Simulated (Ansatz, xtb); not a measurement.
# Relative energy of two isomers of C3H9OPSi2

Structure a: `C#C[Si@](C)(P)O[SiH3]`, a singlet. Structure b: `CC#C[SiH2]O[SiH2]P`, a singlet. Both are isolated molecules in the gas phase, relaxed with B3LYP-D3(BJ)/def2-SVP, each in the lowest conformer that the search found.

**Question.** Estimate E(b) − E(a) at the level CCSD(T)/def2-SVP + ΔMP2/def2-TZVPP.

**Answer.** Calculated at CCSD(T)/def2-SVP + ΔMP2/def2-TZVPP: E(b) − E(a) = +22.6 kJ/mol, so structure a lies lower.

Level by level:

```json
{"level": "B3LYP-D3(BJ)/def2-SVP", "geometry": "B3LYP-D3(BJ)/def2-SVP", "E(b) − E(a) (kJ/mol)": "+8.8", "departure from the last row (kJ/mol)": "−13.8", "job, with rough time for the two": "optimisation, 4.4 min"}
{"level": "HF/def2-SVP", "geometry": "B3LYP-D3(BJ)/def2-SVP", "E(b) − E(a) (kJ/mol)": "+8.9", "departure from the last row (kJ/mol)": "−13.7", "job, with rough time for the two": "part of the CCSD(T) run"}
{"level": "MP2/def2-SVP", "geometry": "B3LYP-D3(BJ)/def2-SVP", "E(b) − E(a) (kJ/mol)": "+17.1", "departure from the last row (kJ/mol)": "−5.5", "job, with rough time for the two": "part of the CCSD(T) run"}
{"level": "CCSD(T)/def2-SVP", "geometry": "B3LYP-D3(BJ)/def2-SVP", "E(b) − E(a) (kJ/mol)": "+15.0", "departure from the last row (kJ/mol)": "−7.6", "job, with rough time for the two": "single point"}
{"level": "CCSD(T)/def2-SVP + ΔMP2/def2-TZVPP", "geometry": "B3LYP-D3(BJ)/def2-SVP", "E(b) − E(a) (kJ/mol)": "+22.6", "departure from the last row (kJ/mol)": "", "job, with rough time for the two": "single point, 79 s"}
```

As drawn, b has 1 C–C, 1 Si–H in place of 1 C–Si, 1 C–H.

None of the levels shown reverses the order. The largest departure from CCSD(T)/def2-SVP + ΔMP2/def2-TZVPP is that of B3LYP-D3(BJ)/def2-SVP, 13.8 kJ/mol. Levels run at GFN2-xTB geometries aren't shown. The last row adds to CCSD(T) the change of the MP2 difference between the two basis sets, here +7.6 kJ/mol.

With thermal terms from frequencies at re-optimised GFN2-xTB minima (ideal gas, soft modes damped towards free rotors, one conformer each, 298.15 K, 1 atm): on the last row, ΔE + ΔZPE = +21.3, ΔH = +19.2, ΔG = +24.7 kJ/mol.

The correlated steps freeze 19 core orbitals. Mirror images aren't counted in ΔG. Programs: Ansatz 0.2.0, xtb 6.7.1; the last row on 4 threads of Arm Neoverse V1 on a shared host.
